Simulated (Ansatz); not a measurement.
[InF4]- (InF₄⁻) was relaxed with PBE0-D4 (def2-SVPD) in Ansatz in these states: charge -1 singlet, neutral doublet. The geometries follow in no particular order.

In the def2 sets In takes a core potential; there is no spin–orbit coupling.

A:

```xyz
5

In   -0.267   -0.271   -0.100
F     0.255    1.652    0.567
F    -0.804   -0.311   -1.960
F    -0.904   -1.424    1.320
F     1.720    0.354    0.173
```

B:

```xyz
5

In    0.0001   -0.0001    0.0000
F    -1.3476    0.1803    1.4697
F     1.8314   -0.1667    0.7917
F    -0.0741    1.6184   -1.1764
F    -0.4097   -1.6320   -1.0850
```

Task: Judge from the bond lengths which geometry belongs to which state (an estimate).

Result: A is the neutral doublet (In1–F5 2.101 Å, In1–F2 2.101 Å, In1–F4 1.936 Å); B is the charge -1 singlet (In1–F5 2.002 Å, In1–F2 2.002 Å, In1–F4 2.002 Å).

In the charge 0 doublet, F2 and F5 lie 2.00 Å apart (atoms count from 1), so these atoms are partly bonded to each other.
